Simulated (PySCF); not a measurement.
A run for PySCF: R-HF/STO-3G on BCl2HO (SMILES OB(Cl)Cl), a point of a torsion scan.

```python
from pyscf import gto, scf, dft, mp
from pyscf.data.elements import chemcore

mol = gto.M(
    atom='''
    O    -0.86269276   -0.55166275    0.28670833
    B     0.31530576    0.03695554    0.10400960
    Cl    1.74442367   -0.83067739    0.51850968
    Cl    0.45307288    1.60952818   -0.65162200
    H    -1.61547841   -0.33914007   -0.26619487
    ''',
    basis='sto-3g',
    charge=0, spin=0, verbose=3, max_memory=1800)
mf = scf.RHF(mol)
mf.conv_tol = 1e-8
mf.max_cycle = 100
mf.kernel()
if not mf.converged:
    mf = mf.newton().run(mf.mo_coeff, mf.mo_occ)
```

Output:

```
converged SCF energy = -1008.0881840006
```

The run converged.

Cost: very roughly 0.3 core-seconds.
